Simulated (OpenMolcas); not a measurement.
**4f¹² along the 66-electron sequence**

```
Program             : OpenMolcas
Method              : SS-CASPT2, IPEA 0.25 Eh, imaginary shift 0.1 Eh
Basis               : ANO-RCC-VTZP
Scalar Hamiltonian  : DKH2, point nucleus
Spin-orbit coupling : state interaction with AMFI integrals over the reference wave functions, term energies averaged over their components
```

Active space for each ion: 12 electrons in 7 orbitals (4f); closed shells correlated by CASPT2: 5s 5p.

Computed levels in cm-1 above ³H₆:

```tsv
Level	Er2+	Tm3+	Yb4+
³F₄	5040	5640	6470
³H₅	7090	8330	9650
³H₄	10940	12720	14700
³F₃	12500	14510	16900
³F₂	13480	15470	17870
¹G₄	18680	21510	24690
¹I₆	34100	38320	42640
³P₁	35410	39770	45280
³P₂	36330	41070	46850
weight of ³H in the lowest level (%)	99	99	99
```

Mixed levels, with the weight of the term that names them: Er2+ ³F₄ (64 %), Er2+ ³H₄ (62 %), Er2+ ¹G₄ (60 %), Er2+ ³P₂ (68 %), Tm3+ ³F₄ (63 %), Tm3+ ³H₄ (59 %), Tm3+ ¹G₄ (57 %), Tm3+ ³P₂ (65 %), Yb4+ ³F₄ (61 %), Yb4+ ³H₄ (58 %), Yb4+ ¹G₄ (56 %), Yb4+ ³P₂ (65 %).

Measured, with the error of the calculation in %. Measured levels: Er2+ from Martin, Zalubas and Hagan, Atomic Energy Levels: The Rare-Earth Elements, NSRDS-NBS 60 (1978); the list in Deprince et al., Eur. Phys. J. D 78, 105 (2024); Tm3+, Yb4+ from the list in Tchang-Brillet, Wyart, Meftah and Ait Mammar, Atoms 6, 52 (2018).

```json
{"Level": "³F₄", "Er2+": "5082 (-0.8)", "Tm3+": "5634 (+0.1)", "Yb4+": "6112 (+5.9)"}
{"Level": "³H₅", "Er2+": "6970 (+1.8)", "Tm3+": "8217 (+1.3)", "Yb4+": "9580 (+0.7)"}
{"Level": "³H₄", "Er2+": "10785 (+1.5)", "Tm3+": "12547 (+1.3)", "Yb4+": "14405 (+2.1)"}
{"Level": "³F₃", "Er2+": "12473 (+0.2)", "Tm3+": "14410 (+0.7)", "Yb4+": "16372 (+3.2)"}
{"Level": "³F₂", "Er2+": "13220 (+2.0)", "Tm3+": "15090 (+2.5)", "Yb4+": "16877 (+5.9)"}
{"Level": "¹G₄", "Er2+": "18384 (+1.6)", "Tm3+": "21174 (+1.6)", "Yb4+": "24193 (+2.0)"}
{"Level": "¹I₆", "Er2+": "", "Tm3+": "35329 (+8.5)", "Yb4+": "39038 (+9.2)"}
{"Level": "³P₂", "Er2+": "", "Tm3+": "38532 (+6.6)", "Yb4+": "43120 (+8.7)"}
```

The fine-structure level ³H₄ changes by a factor of 1.34 from Er2+ to Yb4+. Its fourth root runs 10.23, 10.62, 11.01, with steps per unit of Z of 0.39, 0.39; equal steps would mean a (Z - σ)^4 law with constant σ.

³F₄ changes by a factor of 1.28 over the same range, with steps per unit of Z of +600, +830 cm-1.

Term energies are means over components that CASPT2 splits; among the terms shown or strongly mixed into the levels shown the widest spread is 1300 cm-1 (4f¹² ¹I, Tm3+). Some high roots are left out of the spin-orbit mixing, which shifts the levels that they would mix with. The CASPT2 spread within a term exceeds the gap to the next term for 4f¹² ¹I and 4f¹² ³P, so the order of their levels is uncertain (holds for Er2+; Tm3+). Measured partners are found by configuration, term and J. A level has none where our copy of the source lacks it or the pairing is in doubt (some pairs that miss far off the trend of their configuration count as doubtful), and it then counts in no deviation. Levels of configurations outside the active space are missing.
